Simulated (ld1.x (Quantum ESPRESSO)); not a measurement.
**Before and after: ultrasoft potential for Cr (Z = 24)**

```
Element                 : chromium
Generator               : ld1.x (Quantum ESPRESSO) 7.5
Type                    : ultrasoft
Functional              : PBEsol
Relativity              : non-relativistic
Frozen core             : [Ne]
Valence charge          : 14
Reference configuration : 3s2 3p6 3d6 4s0 4p0
Partial waves           : 3s (bound): rcut 1.30, rcutus 1.40 bohr; 4s (bound, empty): rcut 1.30, rcutus 1.40 bohr; 3p (bound): rcut 1.35, rcutus 1.60 bohr; 4p (bound, empty): rcut 1.35, rcutus 1.60 bohr; 3d (bound): rcut 1.55, rcutus 1.80 bohr; 3d channel at 0.75 Ry: rcut 1.55, rcutus 1.80 bohr
Local potential         : all-electron potential smoothed inside 1.75 bohr (lloc = -1)
Core correction         : Bessel-smoothed model core, default radius (core density twice the valence density)
Augmentation charge     : PSQ, inside the norm-conserving radii
```

All-electron outer shells of the reference configuration (PBEsol, non-relativistic, ld1.x):

```tsv
shell	level (eV)	outermost node (bohr)	outermost maximum (bohr)
2s	-654.48	0.09	0.25
2p	-556.06	–	0.20
3s	-69.96	0.36	0.79
3p	-42.75	0.33	0.81
4s	-3.41	1.14	2.88
3d	-1.31	–	0.85
4p	-0.77	1.27	4.30
```

Change: waves 3d (bound): rcut 1.55, rcutus 2.38 bohr; 3d channel at 0.75 Ry: rcut 1.55, rcutus 2.38 bohr.

Cutoffs: the cutoffs (Ry, on a coarse ladder) from which the occupation-weighted sum of valence levels, in a spherical-Bessel basis at the reference potential, stays within 10 and 1 mRy of its value at 400 Ry; they do not see the model core or the augmentation charge, which bear on the density cutoff. Errors are all-electron minus pseudo energies relative to the spin-unpolarised reference configuration.

Predict the effect on cutoff, ghosts and configuration errors.

The potential gets neither clearly harder nor softer (35 Ry and 60 Ry → 35 Ry and 55 Ry); the p channel sets the loose cutoff, while the largest relative change is in d, which becomes softer; of the 7 tests that both files solve, the error grows in 5 and shrinks in 1 by more than 15 % and 0.3 meV (median size 6.7 → 14.0 meV); neither file shows a bound ghost.

```tsv
quantity	base	changed
cutoff, loose	35 Ry	35 Ry
cutoff, tight	60 Ry	55 Ry
loose cutoff by channel (10 mRy a level)	s 21 Ry, p 25 Ry, d 25 Ry	s 21 Ry, p 25 Ry, d 12 Ry
bound ghosts	none	none
error for 3s2 3p6 3d5 4s1 4p0, meV [ΔE -1.58 eV]	+1.3	-1.4
error for 3s2 3p6 3d5 4s0 4p0, meV [ΔE 5.17 eV]	-6.7	-14
error for 3s2 3p6 3d4 4s0 4p0, meV [ΔE 21.28 eV]	+2.7	-12
error for 3s2 3p6 3d4 4s1 4p1, meV [ΔE 2.08 eV]	+25	+31
error for 3s2 3p6 3d5 4s0 4p1, meV [ΔE 1.47 eV]	-0.5	-1.6
error for 3s2 3p6 3d4 4s2 4p0, meV [ΔE -1.45 eV]	+27	+21
error for 3s1 3p6 3d5 4s1 4p0, meV [ΔE 77.01 eV]	+15	+54
lowest overlap eigenvalue by channel	s 0.19, p 0.13, d 1.00	s 0.19, p 0.13, d 0.23
```
